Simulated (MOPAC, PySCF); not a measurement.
Ligands exchanged one at a time, Ge CH3-OCH3. Isolated molecules, 0 K electronic values unless said otherwise. One relaxed conformer stands for each flexible species; it need not be the lowest. Strings in code marks are SMILES.

Quantity: redistribution energy (mixed species minus the weighted end members), in eV. Semi-empirical values (MOPAC) are differences of heats of formation.

Level 1: PBE-D3(BJ)/def2-TZVP // B3LYP-D3(BJ)/def2-SVP (PySCF)
Level 2: B3LYP/3-21G // B3LYP-D3(BJ)/def2-SVP (PySCF)
Level 3: PBE/6-31G* // B3LYP-D3(BJ)/def2-SVP (PySCF)
Level 4: PM6 // B3LYP-D3(BJ)/def2-SVP (MOPAC)

```csv
species,level 2,level 3,level 4
3 of 4 CH3 replaced by OCH3: `C[O][Ge]([CH3])([O]C)[O]C`,-0.143,-0.117,-0.229
1 of 4 CH3 replaced by OCH3: `C[O][Ge]([CH3])([CH3])[CH3]` (C–O–Ge–C torsion 60°),-0.069,-0.039,-0.054
"2 of 4 CH3 replaced by OCH3: `C[O][Ge]([CH3])([CH3])[O]C` (C–O–Ge–O torsion -55°, O–Ge–O–C torsion 169°)",-0.082,-0.056,-0.074
```

Problem. What does level 1 give for each, and how far do the other levels lie from it on average?

Solution. 
- 3 of 4 CH3 replaced by OCH3: `C[O][Ge]([CH3])([O]C)[O]C`: -0.114
- 1 of 4 CH3 replaced by OCH3: `C[O][Ge]([CH3])([CH3])[CH3]` (C–O–Ge–C torsion 60°): -0.027
- 2 of 4 CH3 replaced by OCH3: `C[O][Ge]([CH3])([CH3])[O]C` (C–O–Ge–O torsion -55°, O–Ge–O–C torsion 169°): -0.048
Mean absolute difference from level 1, which has limits of its own, over these rows (drawn at random from the members that have all these levels): level 2 0.035 eV, level 3 0.008 eV, level 4 0.056 eV.
